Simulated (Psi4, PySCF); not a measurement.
Here is a job for Psi4.
```
memory 2 GB

molecule mol {
0 2
C    -0.000000   -0.000000   -0.468661
C     0.000000    0.000000    0.723271
H    -0.000000   -0.000000   -1.527659
}

set {
  basis 6-311g**
  reference uhf
  freeze_core true
  mp2_type conv
  scf_type pk
  puream true
  d_convergence 1e-8
}

energy('ccsd(t)')
print_variables()
```

Q: Write the same job for PySCF.

A: Several could match; the one computed here: 
```python
from pyscf import gto, scf, cc

mol = gto.M(
    atom='''
C    -0.000000   -0.000000   -0.468661
C     0.000000    0.000000    0.723271
H    -0.000000   -0.000000   -1.527659
''',
    basis='6-311g**',
    charge=0,
    spin=1,
    verbose=3,
)

mf = scf.UHF(mol)
mf.kernel()

mycc = cc.CCSD(mf, frozen=2)
mycc.kernel()
et = mycc.ccsd_t()
print('E(CCSD(T)) = %.10f' % (mycc.e_tot + et))
```

Both were run: Psi4 gave -76.423267 Eh and PySCF -76.423267 Eh, 0.000 mEh apart.
